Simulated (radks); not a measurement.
The numbers below are computed, except where a source is named.
Neutral holmium inside a hard spherical wall (all orbitals vanish at R), configuration held at [Xe] 4f11 6s2 and not refilled when levels cross. Level of theory: scalar-relativistic Kohn-Sham, r2SCAN, spin-polarised, spherical densities, finite nucleus; open shells are filled with parallel spins first (spin-orbit coupling, left out, can overturn this in heavy ions); meta-GGA in the generalised Kohn-Sham scheme; Fermi nuclear charge, rms radius 5.2022 fm (a radial shooting solver on a logarithmic mesh with Libxc functionals). Eigenvalues in eV for spin up, with the zero of energy where the potential of the charges vanishes at infinity; a dash marks a level that is unbound or too diffuse for the functional's potential to be trusted. A positive occupied level is held by the wall or, in an anion where self-interaction has pushed it up, behind a barrier. The pressure on the wall is -dE/dV.

R (bohr),E (hartree),kinetic (hartree),e(5s),e(5p),e(4f),e(6s),"e(6p, empty)","e(5d, empty)",pressure (GPa)
free,-12616.5206,13642.892,-52.688,-27.372,-4.450,-3.931,-,-,0
20,-12616.5206,13642.892,-52.688,-27.372,-4.450,-3.931,-1.041,-0.975,< 0.0001
12,-12616.5203,13642.896,-52.657,-27.341,-4.420,-3.909,-0.977,-0.944,0.00522
10,-12616.5183,13642.914,-52.529,-27.214,-4.294,-3.811,-0.755,-0.821,0.0549
8,-12616.5041,13643.005,-52.009,-26.702,-3.786,-3.362,0.112,-0.325,0.571
6,-12616.4124,13643.420,-50.359,-25.102,-2.150,-1.383,3.487,1.369,6.65
3,-12613.2793,13655.121,-35.735,-10.659,14.666,39.373,57.884,21.808,1320
2,-12596.3465,13711.835,5.020,36.777,59.165,184.00,221.31,86.284,25600
1.5,-12549.2348,13854.461,100.66,148.60,132.79,478.08,534.31,223.21,190000
